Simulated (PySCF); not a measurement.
# UHF on Ir⁻ (iridium, charge -1)

Configuration: [Xe] 4f14 5d8 6s2, high-spin 3F determinant. Computed with PySCF 2.14 in aug-cc-pVTZ-PP with ECP60MDF, with a scalar-relativistic core potential.

```json
{
 "Total energy": "-103.626241 hartree",
 "One-electron energy": "-185.1450 hartree",
 "Hartree (Coulomb) energy": "91.3869 hartree",
 "Exchange energy": "-9.8682 hartree",
 "⟨S²⟩": "2.0902",
 "⟨L²⟩": "12.051",
 "Sum of ⟨r⟩": "31.63 bohr",
 "Sum of ⟨r²⟩": "85.44 bohr²"
}
```

```
shell  electrons  mean orbital energy (eV)  spread (eV)  rms radius, mean of both spins (bohr)
 5s α          1                   -107.40            0                                   1.06
 5s β          1                   -104.66            0                                   1.06
 5p α          3                   -60.467            0                                   1.23
 5p β          3                   -56.640            0                                   1.23
 5d α          5                    -5.121        1.026                                   1.98
 5d β          3                    -3.376            0                                   1.98
 6s α          1                    -1.970            0                                   4.63
 6s β          1                    -0.486            0                                   4.63
```

Energies and moments cover only the electrons outside the core potential. Spin-orbit coupling, absent here, splits the open shell strongly. ⟨S²⟩ = 2.09 against 2.00 shows spin contamination.
